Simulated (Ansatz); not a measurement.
Correlation energies of CH4Cl2OSi, SMILES `OC(Cl)[SiH2]Cl` by basis set

| atom | x (Å) | y (Å) | z (Å) |
| --- | --- | --- | --- |
| O1 | 1.3366 | -0.8348 | -0.7472 |
| C2 | 0.6048 | -0.5395 | 0.3803 |
| Cl3 | -0.3720 | -1.9653 | 0.9570 |
| Si4 | -0.6074 | 0.9034 | 0.1445 |
| Cl5 | -1.5590 | 0.5086 | -1.6353 |
| H6 | 0.7398 | -0.8823 | -1.5050 |
| H7 | 1.3155 | -0.3497 | 1.1856 |
| H8 | 0.1412 | 2.1726 | -0.0155 |
| H9 | -1.5995 | 0.9871 | 1.2355 |

Total charge 0; spin multiplicity 1. All single points use the PBE0-D4/def2-TZVP geometry. It is one conformer, not always the lowest. Frozen core, restricted reference, Ansatz 0.2.0. CBS rows extrapolate triple and quadruple zeta; past MP2 they add the triple-zeta difference.

```tsv
basis	HF (Eh)	MP2 corr.	CCSD corr.	(T)	CCSD(T) total
def2-SVP	-1322.55753	?	-0.74013	-0.01870	?
def2-TZVPP	-1323.11904	-0.91073	-0.96392	?	?
def2-QZVPP	-1323.15892	-0.99086	–	–	–
CBS(def2)	-1323.16441	?	?	as TZ	?
```

(1) Fill in the withheld values. (Best estimate.)

Answers

(1) Computed: def2-SVP MP2 corr.: -0.68752; def2-SVP CCSD(T) total: -1323.31636; def2-TZVPP (T): -0.04023; def2-TZVPP CCSD(T) total: -1324.12319; CBS(def2) MP2 corr.: -1.05022; CBS(def2) CCSD corr.: -1.10341; CBS(def2) CCSD(T) total: -1324.30805.
